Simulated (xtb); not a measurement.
xtb input:

```bash
xtb mol.xyz --gfn 2 --sp --chrg 0 --uhf 0
```
mol.xyz:
```
3

F     -0.00000000    -0.00000000    -1.93506175
Hg     0.00000000     0.00000000     0.00000000
F      0.00000000     0.00000000     1.93506175
```

Predict the final energy.

-10.24344 Eh (GFN2-xTB).
